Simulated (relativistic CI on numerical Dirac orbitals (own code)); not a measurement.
Computed by Dirac-Coulomb-Breit CI, separate exchange-only KLI orbitals for each configuration, a model potential for QED, unscaled Slater integrals (own radial code, finite nucleus).

CI space (outside the closed core 1s2): 2s2.2p5, 2s.2p6, 2s2.2p4.3s, 2s2.2p4.3p, 2p6.3s, 2p6.3p, 2s2.2p4.3d, 2p6.3d, 2s.2p5.3s, 2s.2p5.3p, 2s2.2p4.4s, 2s.2p5.3d, 2s2.2p4.4p, 2s2.2p4.4d, 2s2.2p4.4f, 2s2.2p4.5s, 2s2.2p4.5p, 2s2.2p3.3s2, 2s2.2p4.5d, 2s2.2p4.5f, 2s2.2p4.5g, 2s2.2p3.3s.3p, 2s.2p5.4s, 2s.2p5.4p, 2s2.2p3.3p2, 2s2.2p3.3s.3d, 2s.2p5.4d, 2s.2p5.4f, 2s2.2p3.3p.3d, 2s.2p4.3s2, 2s2.2p3.3d2, 2s.2p5.5s, 2s.2p4.3s.3p, 2s.2p5.5p, 2s.2p5.5d, 2s.2p5.5f. Levels of other configurations are missing.

At this charge energies of transitions that change n are usually good to better than 1 %, and those within a shell (Δn = 0) to a few per cent.

Outline of the computed level scheme of Ar X. Lowest level of each configuration: 2s2.2p5 2P°_3/2 at 0.000 eV; 2s.2p6 2S_1/2 at 76.814 eV; 2s2.2p4.3s 4P_5/2 at 278.229 eV; 2s2.2p4.3p 4P°_5/2 at 294.467 eV; 2s2.2p4.3d 4D_7/2 at 317.514 eV.

Some strong electric-dipole decays among the lowest 45 levels: 2s2.2p4.3s 2P_3/2 → 2s2.2p5 2P°_3/2 (3.3e+11 s⁻¹); 2s2.2p4.3s 2P_1/2 → 2s2.2p5 2P°_1/2 (2.6e+11 s⁻¹); 2s2.2p4.3s 2P_1/2 → 2s2.2p5 2P°_3/2 (1.6e+11 s⁻¹); 2s2.2p4.3s 2D_5/2 → 2s2.2p5 2P°_3/2 (1.6e+11 s⁻¹); 2s2.2p4.3s 2D_3/2 → 2s2.2p5 2P°_1/2 (1.6e+11 s⁻¹); 2s2.2p4.3d 2P_1/2 → 2s2.2p5 2P°_3/2 (1.1e+11 s⁻¹); 2s2.2p4.3d 2P_1/2 → 2s2.2p5 2P°_1/2 (8.9e+10 s⁻¹); 2s2.2p4.3s 2S_1/2 → 2s2.2p5 2P°_3/2 (8.6e+10 s⁻¹).
